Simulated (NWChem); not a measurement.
C$_{3}$H$_{10}$Si; SMILES C[SiH](C)C

```xyz
14

Si     0.0000     0.0000     0.3679
C     -1.2180     1.3057    -0.2328
C      1.7398     0.4019    -0.2328
C     -0.5218    -1.7077    -0.2328
H      0.0000     0.0000     1.8695
H     -1.2490     1.3388    -1.3339
H     -2.2374     1.0943     0.1267
H     -0.9361     2.3079     0.1267
H      2.4667    -0.3433     0.1267
H      1.7840     0.4122    -1.3339
H      2.0664     1.3905     0.1267
H     -0.5350    -1.7511    -1.3339
H     -1.5306    -1.9646     0.1267
H      0.1710    -2.4848     0.1267
```
Atoms are numbered in this order, from 1.

Results from NWChem. Pople sets run with spherical d functions. The geometry was optimised at PBE0/def2-SVP. No frequency run checked for a minimum. GIAO values for the isolated, static molecule; σ is the absolute isotropic shielding, δ = σ(reference) − σ with the isolated reference molecule computed at the same levels (13C: tetramethylsilane, 1H: tetramethylsilane, 29Si: tetramethylsilane).

```
level                                 δ Si1 (ppm)  δ C2 (ppm)  δ H5 (ppm)  δ H6 (rotor mean) (ppm)
------------------------------------  -----------  ----------  ----------  -----------------------
LDA (Slater exchange, VWN5)/pcSseg-1        -19.2        -2.7        4.61                     0.08
PBE/pcSseg-1                                  [?]         [?]         [?]                     0.09
B3LYP/6-31G*                                 -9.8        -1.6        4.45                     0.05
```

Task: Fill in the missing entries.

Result: 
- PBE/pcSseg-1, δ Si1 (ppm): -17.5
- PBE/pcSseg-1, δ C2 (ppm): -2.2
- PBE/pcSseg-1, δ H5 (ppm): 4.38
